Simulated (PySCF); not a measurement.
## Hf³⁹⁺: ionisation energy

Hf³⁹⁺ [Ar] 3d10 4s2 4p3 [4p1/2^2 4p3/2^1, M_J = 3/2] → Hf⁴⁰⁺ [Ar] 3d10 4s2 4p2 [4p1/2^2, M_J = 0], as a difference of total energies. Computed with PySCF 2.14 in an even-tempered Gaussian basis (16 s from 4.6 bohr⁻², ratio 2.8; 13 p from 5.9 bohr⁻², ratio 2.8; 8 d from 11 bohr⁻², ratio 2.8; 4 f from 27 bohr⁻², ratio 3), with the two-component X2C-1e Hamiltonian. Correlated levels: [Ne] frozen; the 72 highest virtual spinors dropped. "Screened" scales the spin-orbit matrix elements by Boettger's factors to mimic the two-electron term; Breit and QED terms are absent.

```json
{"method": "GHF (spin-free)", "ionisation energy (eV)": "1853.5"}
{"method": "GMP2 (spin-free)", "ionisation energy (eV)": "1854.4"}
{"method": "GHF (screened spin-orbit)", "ionisation energy (eV)": "1822.1"}
{"method": "GMP2 (screened spin-orbit)", "ionisation energy (eV)": "1822.9"}
```

Breit and QED terms and the two-electron picture change are absent.

The spin-free rows relax to the high-spin LS determinant and lack the spin-orbit shift.

The labels give the starting determinants; with spin-orbit coupling the two ends relaxed to ⟨J²⟩ = 3.75, ⟨L²⟩ = 2.51, ⟨S²⟩ = 1.57 and ⟨J²⟩ = 0.00, ⟨L²⟩ = 1.37, ⟨S²⟩ = 1.37.

For comparison: 1827 ± 4 eV (theoretical estimate listed by NIST; NIST Atomic Spectra Database, ionization energies).
